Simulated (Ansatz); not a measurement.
**Cost against result**

Saddle point of BH₂OF₃, closed shell (BHOF₂ ([OH][B]([F])[F]) + HF → BF₃ ([F][B]([F])[F]) + H₂O (still joined by a long B–O bond); bonds formed: B1–F6, O2–H5; bonds broken: H5–F6; bonds weakened to dative contacts: B1–O2), PBE0-D4/def2-TZVP structure:

B1  (-0.297, -0.483, 0.089)
O2  (-0.205, 1.006, 0.121)
F3  (-0.608, -1.002, -1.100)
F4  (-0.792, -1.040, 1.184)
H5  (0.994, 0.584, 0.189)
F6  (1.350, -0.472, 0.238)
H7  (-0.442, 1.407, -0.722)
(Å)

Barriers are electronic and count from the start structure reached by relaxing down the imaginary mode.

Ansatz 0.2.0; basis: as named in each row; cores frozen in the correlated methods. B3LYP uses VWN-RPA correlation. Extrapolation: Hartree–Fock as exp(−7.88 √X), correlation as X^−2.97.

Times are rough, for one single point on 4 threads of a shared host (Arm Neoverse N1).

The estimate by CCSD(T) at an estimated basis limit (MP2 extrapolated from triple and quadruple zeta, plus CCSD(T) − MP2 in triple zeta) is 90.6 kJ/mol.

| method | basis | time (s) | barrier (kJ/mol) | method less estimate |
| --- | --- | --- | --- | --- |
| HF | STO-3G | under 1 | 22.0 | -68.6 |
| PBE-D4 | STO-3G | under 1 | -112.7 | -203.3 |
| SPW92 | def2-SVP | under 1 | -14.2 | -104.9 |
| PBE-D4 | def2-SVP | under 1 | 25.0 | -65.6 |
| B3LYP-D4 | 6-31G | under 1 | 39.7 | -51.0 |
| PBE0-D4 | def2-SVP | under 1 | 42.9 | -47.7 |
| SPW92 | def2-TZVPP | under 1 | 30.9 | -59.8 |
| PBE-D4 | def2-TZVPP | 2 | 67.0 | -23.7 |
| BLYP-D4 | def2-TZVPP | 2 | 84.5 | -6.1 |
| PBE0-D4 | def2-TZVPP | 2 | 76.2 | -14.4 |
| B3LYP-D4 | def2-TZVPP | 2 | 88.9 | -1.8 |
| BHLYP-D4 | def2-TZVPP | 2 | 98.4 | 7.8 |
| CAM-B3LYP-D4 | def2-TZVPP | 3 | 81.7 | -8.9 |
| wB97M-V | def2-SVP | 3 | 39.1 | -51.6 |
| r2SCAN-D4 | def2-TZVPP | 3 | 67.6 | -23.0 |
| CCSD(T) | def2-SVP | 4 | 71.2 | -19.4 |
| r2SCAN0-D4 | def2-TZVPP | 4 | 75.5 | -15.1 |
| B2PLYP | def2-TZVPP | 4 | 88.1 | -2.5 |
| RPA on PBE | def2-TZVPP | 4 | 80.0 | -10.6 |
| PBE-QIDH | def2-TZVPP | 4 | 80.5 | -10.1 |
| B97M-V | def2-TZVPP | 6 | 85.4 | -5.2 |
| wB97X-V | def2-TZVPP | 6 | 78.0 | -12.6 |
| wB97M-V | def2-TZVPP | 6 | 76.3 | -14.4 |
| MP2 | def2-QZVPP | 13 | 86.2 | -4.5 |
| CCSD(T) | def2-TZVPP | 81 | 83.9 | -6.8 |

All methods are single points on the PBE0-D4 structures; a negative value means that the method puts the saddle structure below the start.

No T1 diagnostic of these runs exceeds 0.012.

Steps of this kind, hydrogen fluoride cutting a network bond, underlie vapour etching and the fluorination step of atomic layer etching.

Labels in which every atom is bracketed show which atoms are joined, not bond orders.
